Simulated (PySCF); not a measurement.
GeH₂O₂, neutral, multiplicity 1. Atoms are numbered in the order given.

```xyz
5

Ge     0.0000     0.0000     0.4311
O      0.0000     1.3152    -0.8137
H      0.0000     2.1900    -0.3875
O      0.0000    -1.3152    -0.8137
H      0.0000    -2.1900    -0.3875
```
Charge 0, spin multiplicity 1.

Geometry optimised at PBE-D3(BJ)/def2-TZVP. One conformer was computed; it need not be the lowest.

Vertical ionisation energy (IE) and electron affinity (EA) in eV. Rows of orbital energies are one-electron estimates. Where ΔSCF, EOM or ADC give a negative EA the extra electron is unbound and the value depends on the basis.

```tsv
level	IE	EA
−ε(HOMO), −ε(LUMO), ωB97X/def2-TZVPD (PySCF)	9.80	-0.18
ADC(2)/aug-cc-pVDZ (PySCF)	?	?
```

Task: What belongs in the gaps? (Estimate from the structure and the level; the computed values follow.)

Result: 
- ADC(2)/aug-cc-pVDZ (PySCF), IE: 9.08
- ADC(2)/aug-cc-pVDZ (PySCF), EA: -0.14

Task: Beyond the first one, list the lowest photoelectron lines from ADC(2)/aug-cc-pVDZ run with PySCF with their pole strengths (two spins summed). (An estimate is asked for; the answer gives what the named calculation found.)

Result: 9.96 eV (1.69), 10.99 eV (1.70), 11.46 eV (1.69), 13.60 eV (1.74), 14.14 eV (1.71).
